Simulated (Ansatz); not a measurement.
## Which isomer of ClH4NSiSn gives these data?

These gas-phase data were calculated for one isomer of ClH4NSiSn at r2SCAN-D4/def2-SVP (harmonic, unscaled wavenumbers; equilibrium rotational constants with average atomic masses):

| Property | Result |
| --- | --- |
| rotational constants | 4.561, 1.107, 0.9001 GHz |
| all wavenumbers above 1500 cm⁻¹ | 3539, 2212, 2206, 2199 |
| dipole moment | 2.21 D (PBE0/def2-TZVPD) |

Candidates:

(1) `[SiH3][NH][Sn][Cl]`, a singlet
(2) `Cl[SiH2][NH][SnH]`, a singlet

Which candidate do the data belong to?

Candidate (1). No mode falls between 1650 and 2000 cm⁻¹, where the Sn–H stretch of (2) would stand.

The same quantities for all candidates:

```
     rotational constants (GHz)  wavenumbers above 1500 cm⁻¹  dipole (D)  E above the lowest, r2SCAN-D4/def2-SVP (kcal/mol)
(1)        4.561, 1.107, 0.9001       3539, 2212, 2206, 2199        2.21                                                0.0
(2)         6.705, 0.7245, 0.68       3558, 2275, 2230, 1708        2.74                                               12.2
```

Harmonic stretches to hydrogen usually lie a few per cent above observed fundamentals. Each candidate is one conformer. Atoms past krypton carry core potentials. Programs: Ansatz 0.2.0.
